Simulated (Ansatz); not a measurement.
Computed with Ansatz on PBE0-D4/def2-TZVP structures; ΔE is electronic, products minus reactants. CCSD(T)/CBS adds triple-zeta CCSD(T) − MP2 to the extrapolated MP2 energy (def2 sets, frozen cores). Functionals use def2-TZVPP. B3LYP here is the variant with VWN-RPA as its local correlation; programs differ in this. For Se outer-core shells are correlated without core-valence functions, which leaves a few kJ/mol of doubt a bond. Scalar relativity is left out up to krypton. Each species was taken in one conformer, which may not be the lowest.

Consider the ligand exchange at the Si–Se bond: `CO[SiH2][Se]C` + `F[SiH](F)S` → `CO[SiH2]S[SiH](F)F` + `C[SeH]`.

```csv
level,ΔE (kcal/mol),difference from CCSD(T)/CBS
B3LYP-D4,-1.2,-0.7
PBE,0.2,0.7
r2SCAN,-1.1,-0.6
B3LYP,-0.2,0.3
HF/def2-TZVPP,-1.4,-0.9
MP2/def2-TZVPP,-0.8,-0.3
MP2/def2-QZVPP,-0.6,-0.1
SCS-MP2/def2-QZVPP,-0.8,-0.3
HF/CBS(def2),-1.4,-0.9
MP2/CBS(def2),-0.5,0.0
CCSD(T)/CBS,-0.5,0
```

Largest T1 diagnostic among the species: 0.012.

The D4 term adds −0.9 kcal/mol with B3LYP and −0.5 kcal/mol with PBE0; it sums over pairs of atoms, weighted by their polarisabilities, and B3LYP, whose exchange is more repulsive, gets the larger term.
